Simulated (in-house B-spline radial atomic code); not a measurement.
BLYP excitations of As⁵⁺

Method: BLYP. Computed with an all-electron radial atomic-structure program (B-spline basis): linear response of the closed shell [Ar] 3d10 with the functional's adiabatic kernel; scalar-relativistic (spin-free one-electron X2C), finite nucleus, no spin-orbit coupling, no double excitations, S, P, D and F terms only. Only terms of natural parity with L up to 3 were computed.

Command:
```bash
python run_td.py task.json out
```
Settings (radii: box in bohr, nucleus in fm):
```
Z                        33
electrons                28
configuration            [Ar] 3d10
hamiltonian              x2c
method                   b88,lyp
box_radius               16.35
rms_radius               4.0968
intervals                71
```

Cost of the run: 1.5 s on 1 thread of Arm Neoverse N1, on a shared host.

The lowest states, in the order of their Tamm-Dancoff energies; the method's threshold (minus the highest occupied level) is 107.14 eV. Labels give the largest channel, * marks a mixed state, and oscillator strengths are full-response dipole values. Semilocal kernels can invert the small singlet-triplet splittings of Rydberg terms. Energies in eV:

```csv
state,full response,Tamm-Dancoff,oscillator strength
3d → 4s 3D,35.94,35.96,-
3d → 4s 1D,?,?,-
3d → 4p 3P,48.91,48.93,-
3d → 4p 3F,49.03,49.05,-
3d → 4p 1F,49.71,49.72,-
3d → 4p 1P,50.87,50.96,0.532
3d → 4d 3S,67.74,67.77,-
3d → 4d 3D,68.38,68.39,-
3d → 4d 1D,?,?,-
3d → 5s 3D,74.21,74.21,-
```

(1) Where does 3d → 4d 1D lie?

(2) Where does 3d → 4s 1D lie?

(3) How large is the singlet-triplet splitting of 3d → 4s (D terms) in Tamm-Dancoff?

(4) What polarisabilities and dispersion coefficient does the method give?

Results:

(1) At 69.14 eV in full response, 69.15 eV in Tamm-Dancoff.

(2) At 36.78 eV in full response, 36.79 eV in Tamm-Dancoff.

(3) 0.837 eV, from the unrounded values.

(4) Dipole 0.5691 bohr³, quadrupole 0.6806 bohr⁵, C6 0.9481 hartree·bohr⁶ for two such species.
